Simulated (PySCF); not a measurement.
**How methods differ on the excitation energy of As²⁺**

As²⁺ [Ar] 3d10 4s2 4p1 (2P) → As²⁺ [Ar] 3d10 4s2 4d1 (2D), as a difference of total energies. All numbers are calculated (PySCF 2.14, scalar relativity by spin-free X2C-1e, in aug-cc-pVQZ-DK (8s7p5d3f2g, 93 functions)). Correlated levels: valence: [Ar] 3d10 frozen. The calculations carry no spin-orbit coupling.

```json
{"method": "UHF", "excitation energy (eV)": "13.635"}
{"method": "LDA", "excitation energy (eV)": "12.925"}
{"method": "PBE", "excitation energy (eV)": "12.681"}
{"method": "PBE0", "excitation energy (eV)": "13.004"}
{"method": "r2SCAN", "excitation energy (eV)": "13.152"}
{"method": "BHandHLYP", "excitation energy (eV)": "13.283"}
{"method": "MN15", "excitation energy (eV)": "13.235"}
{"method": "HSE06", "excitation energy (eV)": "12.998"}
{"method": "B3LYP", "excitation energy (eV)": "12.932"}
{"method": "MP2 (valence)", "excitation energy (eV)": "13.269"}
{"method": "SCS-MP2 (valence)", "excitation energy (eV)": "13.266"}
```

**Question.** How much does correlation contribute at MP2 (valence)?

**Answer.** 13.269 − (13.635) = -0.366 eV, measured against UHF.

A first-order spin-orbit estimate (lowest level to lowest level, LS coupling) adds 0.214 eV.

The promoted electron is Rydberg-like, and one or two diffuse shells describe it only roughly, which tends to raise the upper state.
